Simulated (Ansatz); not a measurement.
(HBe-mu-Cl)2 (Be₂H₂Cl₂). Total charge 0; triplet. Geometry PBE0-D4/def2-TZVP, that of the neutral singlet; atoms count from 1.

```xyz
6

Be    0.9895   -0.1480    0.8073
H     2.0178   -0.3019    1.6462
Cl    0.7108    1.1951   -0.6521
Be   -0.9895    0.1480   -0.8073
H    -2.0177    0.3017   -1.6463
Cl   -0.7109   -1.1950    0.6522
```

At PBE0-D4/def2-TZVP a singlet of charge 0 lies 5.84 eV below the triplet at the same geometry.

Q: Estimate the Mulliken populations from the PBE0/def2-TZVP orbitals of Ansatz.

A: 
```json
{"atom": "Be1", "charge (e)": "0.19", "spin (α − β)": "0.03"}
{"atom": "H2", "charge (e)": "-0.04", "spin (α − β)": "0.06"}
{"atom": "Cl3", "charge (e)": "-0.05", "spin (α − β)": "0.05"}
{"atom": "Be4", "charge (e)": "-0.30", "spin (α − β)": "1.24"}
{"atom": "H5", "charge (e)": "0.26", "spin (α − β)": "0.57"}
{"atom": "Cl6", "charge (e)": "-0.05", "spin (α − β)": "0.05"}
```
Mulliken values depend strongly on the basis.

Q: Where does the spin sit?

A: Summed by element: Be 1.27, H 0.64, Cl 0.10, of 2 unpaired in all. Largest on single atoms: Be4 1.24, H5 0.57, H2 0.06.

Q: And the Mayer bond orders between heavy atoms (over 0.3)?

A: Be1–Cl3 0.78 (2.00 Å); Be1–Cl6 0.78 (2.00 Å); Cl3–Be4 0.75 (2.00 Å); Be4–Cl6 0.75 (2.00 Å).
